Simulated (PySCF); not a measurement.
B(Br)(vinyl)(OH) (C2H4BBrO), SMILES C=CB(O)Br. Atoms are numbered in the order given.

```xyz
9

B     -0.3187     0.5690     0.0000
Br     0.1920    -1.3230     0.0000
C      0.7828     1.6598     0.0000
C      0.4813     2.9688     0.0000
H      1.8363     1.3606     0.0000
H      1.2518     3.7474     0.0000
H     -0.5595     3.3096     0.0000
O     -1.6273     0.8924     0.0000
H     -2.2220     0.1313     0.0000
```

Coordinates come from a B3LYP-D3(BJ)/def2-SVP optimisation. The structure was generated by enumeration, and PubChem lists no compound with its InChIKey, so it may never have been made. One conformer was computed; it need not be the lowest.

Computed with PySCF with PBE/def2-TZVP.

Symmetry labels are those of the subgroup Cs that the program uses (full group Cs).

Computed valence orbital energies around the gap with their symmetry:
| orbital | symmetry | energy (eV) |
|---|---|---|
| HOMO−7 | A' | -11.13 |
| HOMO−6 | A' | -10.43 |
| HOMO−5 | A" | -9.56 |
| HOMO−4 | A' | -8.83 |
| HOMO−3 | A' | -7.99 |
| HOMO−2 | A" | -7.38 |
| HOMO−1 | A" | -7.02 |
| HOMO | A' | -7.02 |
| LUMO | A" | -2.46 |
| LUMO+1 | A' | -0.07 |
| LUMO+2 | A' | 0.60 |
| LUMO+3 | A" | 0.69 |
